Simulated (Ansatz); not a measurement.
C$_{3}$H$_{6}$BCl$_{2}$N, SMILES `CC#[N+][B-](C)(Cl)Cl`, one more setting.

```yaml
crystal:
  periodic: [false, false, false]
  atoms:
    - {symbol: C, position_ang: [0.193710, 0.064939, 2.753008]}
    - {symbol: C, position_ang: [0.214736, 0.169200, 1.317314]}
    - {symbol: N, position_ang: [0.241946, 0.263645, 0.182140]}
    - {symbol: B, position_ang: [0.301338, 0.419330, -1.394323]}
    - {symbol: C, position_ang: [-0.665619, -0.654927, -2.049547]}
    - {symbol: Cl, position_ang: [-0.227348, 2.167287, -1.674574]}
    - {symbol: Cl, position_ang: [2.086951, 0.152158, -1.786307]}
    - {symbol: H, position_ang: [-0.103601, 1.023620, 3.181687]}
    - {symbol: H, position_ang: [1.190126, -0.198527, 3.112117]}
    - {symbol: H, position_ang: [-0.517119, -0.704793, 3.057437]}
    - {symbol: H, position_ang: [-0.364688, -1.677901, -1.806575]}
    - {symbol: H, position_ang: [-1.705148, -0.510926, -1.741792]}
    - {symbol: H, position_ang: [-0.624685, -0.547605, -3.135787]}
basis:
  gaussian: {orbitals: def2-TZVPP}
hamiltonian: {xc: {name: revPBE}, dispersion: d4}
```

```sh
$ ansatz run in.yaml --threads 8 --pin off --events-out ev --progress --plain --max-ram 20889MiB
```

It prints (some lines left out):

```
Functional definition: revPBE
1806 factors; their error is unknown
mean field evaluation 1: about -30403.2114 eV, gradient 8.6e1 eV
mean field evaluation 2: about -30368.4599 eV, gradient 1.4e2 eV
mean field evaluation 4: about -30418.9549 eV, gradient 1.5e1 eV
mean field evaluation 8: about -30419.4035 eV, gradient 1.3e-1 eV
mean field evaluation 16: about -30419.3596 eV, gradient 1.2e-3 eV
mean field -30419.35960701 eV, -1117.8908465752 hartree, gradient 5.2e-5 eV, S^2 0.000000; 0 other end points of the search recorded, 0 dependent functions left out
reference -30419.35966798 eV, -1117.8908488157 hartree; 35, 35 occupied and 288, 288 virtual orbitals, 1806 factors
Total energy: -30420.39830270 eV, -1117.9290179377 hartree
```

Run time 4 s (8 threads of an AMD EPYC on a shared host); peak host memory 0.78 GiB.
